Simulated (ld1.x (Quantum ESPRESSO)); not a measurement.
# Configuration tests for cerium (Ce) (TM)

```
Element                 : Ce (Z = 58)
Generator               : ld1.x (Quantum ESPRESSO) 7.5
Type                    : norm-conserving Troullier–Martins (Kleinman–Bylander form)
Functional              : Wu–Cohen
Relativity              : fully relativistic
Frozen core             : [Kr] 4d10 5s2
Valence charge          : 10
Reference configuration : 4f1 5p6 5d1 6s2 6p0
Partial waves           : 5p (bound): rc 2.90 bohr; 5d (bound): rc 3.35 bohr; 4f (bound): rc 1.75 bohr; 6s (bound): rc 3.70 bohr
Local potential         : the s channel
Core correction         : a·sin(br)/r model core inside 1.55 bohr
```

Open shells are filled in proportion to 2j + 1 (rel_dist='average').

Energies are relative to the spin-unpolarised reference configuration 4f1 5p6 5d1 6s2 6p0; without spin polarisation the order of configurations can differ from experiment. Not all tests gave a result: 2 of 7 tests not solved or not reliable. Left out of the table: 4f1 5p6 5d1 6s1 6p0 (solver errors, printed error -1.4 meV); 4f1 5p6 5d0 6s2 6p1 (solver errors, printed error -518 meV).

```
valence configuration  charge  ΔE all-electron (eV)  error AE − PS (meV)
  4f1 5p6 5d1 6s0 6p0      +2                17.076                  -24
  4f1 5p6 5d0 6s0 6p0      +3                36.200                  -12
  4f1 5p6 5d0 6s2 6p0      +1                 6.421                  -16
  4f1 5p6 5d2 6s0 6p0      +1                 6.219                  -63
```

What are ΔE and the potential's error for 4f0 5p6 5d2 6s1 6p0?

ΔE = 11.245 eV all-electron; the error (AE − PS) is +48 meV.

Levels in the configuration 4f0 5p6 5d2 6s1 6p0:

```tsv
level	all-electron (eV)	pseudo (eV)
5p j=1/2	-33.924	-34.510
5p j=3/2	-30.923	-31.452
5d j=3/2	-10.017	-10.104
5d j=5/2	-9.739	-9.819
6s j=1/2	-8.969	-8.850
```
